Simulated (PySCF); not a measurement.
Electron correlation in Ni³⁺ (nickel, charge +3)

Starting occupation: [Ar] 3d6 4s1, 3d3/2 with m_j = +3/2, 3d5/2 with m_j = -3/2, -1/2, +1/2, +3/2, +5/2, 4s1/2 with m_j = +1/2. All numbers are calculated (PySCF 2.14, X2C-1e with screened-nucleus spin-orbit coupling, Gaussian nucleus, in x2c-TZVPall-2c (6s7p4d1f, 54 functions)). Frozen: [Ne]; 15 electrons correlated.

MP2 pair energies summed by pair of shells (mhartree):

```tsv
pair	energy	share (%)
3d-3p	-143.75	39.9
3d-3d	-84.79	23.6
3p-3p	-59.41	16.5
3p-3s	-21.73	6.0
3d-3s	-21.40	5.9
3d-4s	-13.71	3.8
3p-4s	-11.56	3.2
3s-3s	-2.76	0.8
3s-4s	-0.91	0.3
```

Total MP2 correlation energy: -360.03 mhartree.

The GHF reference relaxed away from the jj start to a determinant that is no pure jj level (⟨S²⟩ = 8.74, ⟨J²⟩ = 24.76); the energies belong to that determinant.

This basis was not built for core-valence correlation, so the inner-shell part is incomplete.
